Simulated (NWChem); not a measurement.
# SnH$_{2}$F$_{2}$; SMILES [F][SnH2][F]

Computed with NWChem. Coordinates come from a PBE0/def2-SVP optimisation. def2 effective core potentials on Sn; no spin-orbit coupling. Vertical excitations in the gas phase; the lowest state need not have the same character in each row.

```csv
level,"lowest excitation, singlet (eV)","lowest state with f > 0.02, singlet (eV)",orbital gap (eV)
"PBE/def2-SVP, TDA",?,?,?
"B3LYP/def2-SVP, TDA",7.37,7.37,8.26
"LRC-wPBEh/def2-SVP, TDA",7.70,7.74,12.48
"BHandHLYP/def2-SVP, TDA",8.15,8.26,11.36
```

Task: Some entries are withheld; supply them.

Result: 
- PBE/def2-SVP, TDA, lowest excitation, singlet (eV): 6.69
- PBE/def2-SVP, TDA, lowest state with f > 0.02, singlet (eV): 6.69
- PBE/def2-SVP, TDA, orbital gap (eV): 6.18
